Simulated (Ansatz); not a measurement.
Mulliken charges of BFH3NOSi (`NB1O[SiH]1F`) from r2SCAN/def2-TZVPP in Ansatz (PBE0-D4/def2-TZVP geometry).

```
atom   x (Å)   y (Å)   z (Å)  charge (e)
  N1   0.550   1.170   1.188      -0.330
  B2   0.176   0.248   0.230       0.075
  O3   0.800  -0.904  -0.222      -0.348
 Si4  -0.658  -0.806  -1.082       0.628
  F5  -1.681  -1.985  -0.758      -0.311
  H6  -0.010   1.969   1.421       0.189
  H7   1.403   1.081   1.716       0.175
  H8  -0.488  -0.829  -2.549      -0.078
```

Task: By hand: the dipole of these point charges (1 e Å = 4.8032 D).

Result: Σ q r = (-0.055, 0.684, 0.026) e Å, of length 0.687 e Å = 3.30 D.

Task: How does the dipole of the full density compare? (Best estimate.)

Result: Computed: (0.089, 0.532, 0.191) e Å, 2.75 D; the point charges give 1.20 times that, at 22° from its direction.

Point charges leave out the atoms' own dipoles, such as those of lone pairs, and Mulliken's split depends on the basis, so the two needn't agree.
